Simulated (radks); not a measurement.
Values are calculated unless marked as measured or tabulated.
Problem. Radial electron density D(r) = 4 pi r^2 rho(r) of an atom or ion with 3 electrons. Level of theory: scalar-relativistic Kohn-Sham, SCAN, spin-polarised, spherical densities, finite nucleus; meta-GGA in the generalised Kohn-Sham scheme; Fermi nuclear charge, rms radius of each element as measured or else 0.836 A^(1/3) + 0.57 fm (a radial shooting solver on a logarithmic mesh with Libxc functionals).

r (bohr),D(r) (e/bohr)
0.01501,0.1761
0.01833,0.2523
0.02221,0.3534
0.02691,0.4901
0.03287,0.6802
0.03983,0.9179
0.04826,1.217
0.05895,1.595
0.07142,2.013
0.08724,2.479
0.1057,2.909
0.1281,3.257
0.1564,3.448
0.1895,3.399
0.2297,3.098
0.2805,2.572
0.3399,2.003
0.4151,1.541
0.503,1.373
0.6095,1.487
0.7444,1.743
0.902,1.874
1.102,1.698
1.335,1.246
1.617,0.7130
1.976,0.2914
2.394,0.08668
2.9,0.01714
3.543,0.001907

What is the nuclear charge?

Solution. Z = 6. The innermost maximum, from 1s, lies near gamma/Z bohr with gamma = sqrt(1 - (Z/c)^2) = 0.999, here 0.167 bohr (found: 0.165), and its height grows with Z. The density is that of the carbon ion C3+ in 1s1 2s1 2p1; the configuration itself is not fixed sharply by these data. D(r) has 2 maxima, at r = 0.165, 0.902 bohr, and minima at 0.507 bohr, inside which lie 1.10 electrons.
